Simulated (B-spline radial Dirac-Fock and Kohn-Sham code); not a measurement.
**L1 edges in EELS at 200 kV and 100 mrad, F to Kr**

Method: the first Born approximation with generalised oscillator strengths from a Dirac-Hartree-Slater potential (longitudinal and transverse terms; continuum final states only, so no white lines or fine structure). Computed with a radial atomic solver. Partial cross sections in barn for windows above the edge. Edges are tabulated values, any marked * orbital energies of the model.

```tsv
Z	element	edge (eV)	Δ = 50 eV	Δ = 100 eV	Δ = 200 eV
9	F	34.84*	31700	45200	53700
15	P	189.0	4090	6940	10200
17	Cl	270.0	2340	4070	6290
18	Ar	326.3	1810	3170	4990
20	Ca	438.4	1010	1800	2960
21	Sc	498.0	788	1430	2390
22	Ti	560.9	627	1150	1940
23	V	626.7	504	933	1600
26	Fe	844.6	277	525	930
27	Co	925.1	231	439	786
33	As	1527.0	79.4	156	292
36	Kr	1921.0	49.0	96.1	182
```
